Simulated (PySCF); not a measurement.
# Energy of O+ (oxygen, charge +1) between two integer charges

The 2p alpha orbital of [He] 2s2 2p3 is emptied in steps (occupation f), with all orbitals relaxed, ending at [He] 2s2 2p2. Computed with PySCF 2.14 in aug-cc-pVTZ (5s4p3d2f, 46 functions), with the non-relativistic Hamiltonian (point nucleus). The exact energy is a straight line in f; departures are measured from the line between the end points of the same method.

Q: Among UHF, LDA, PBE, PBE0, r2SCAN, LC-wPBE, BHandHLYP, wB97X, MN15, TPSS, which shows the largest delocalisation error (convex curve), and which is closest to linear?

A: Most convex: LDA (-2.318 eV at f = 0.5); closest to linear: UHF (0.383 eV).

| f | UHF (eV) | LDA (eV) | PBE (eV) | PBE0 (eV) | r2SCAN (eV) | LC-wPBE (eV) | BHandHLYP (eV) | wB97X (eV) | MN15 (eV) | TPSS (eV) |
| --- | --- | --- | --- | --- | --- | --- | --- | --- | --- | --- |
| 1 | 0.000 | 0.000 | 0.000 | 0.000 | 0.000 | 0.000 | 0.000 | 0.000 | 0.000 | 0.000 |
| 0.75 | 0.296 | -1.727 | -1.677 | -1.189 | -1.525 | -0.686 | -0.702 | -0.706 | -1.031 | -1.619 |
| 0.5 | 0.383 | -2.318 | -2.241 | -1.585 | -2.015 | -0.914 | -0.936 | -0.934 | -1.377 | -2.161 |
| 0.25 | 0.279 | -1.748 | -1.679 | -1.185 | -1.496 | -0.679 | -0.700 | -0.686 | -1.031 | -1.616 |
| 0 | 0.000 | 0.000 | 0.000 | 0.000 | 0.000 | 0.000 | 0.000 | 0.000 | 0.000 | 0.000 |

| method | E(f=0) − E(f=1) (eV) | −ε at f=1 (eV) | −ε at f=0.5 (eV) |
| --- | --- | --- | --- |
| UHF | 34.566 | 36.195 | 34.521 |
| LDA | 35.571 | 26.440 | 35.514 |
| PBE | 35.272 | 26.374 | 35.263 |
| PBE0 | 35.305 | 28.978 | 35.314 |
| r2SCAN | 35.473 | 27.291 | 35.560 |
| LC-wPBE | 35.467 | 31.826 | 35.482 |
| BHandHLYP | 35.121 | 31.387 | 35.125 |
| wB97X | 35.131 | 31.369 | 35.181 |
| MN15 | 35.156 | 29.672 | 35.156 |
| TPSS | 35.252 | 26.647 | 35.257 |

Reference removal energy between the ground levels: 35.121 eV (measured; NIST Atomic Spectra Database, ionization energies). The calculation has no spin-orbit coupling. UHF lacks correlation.
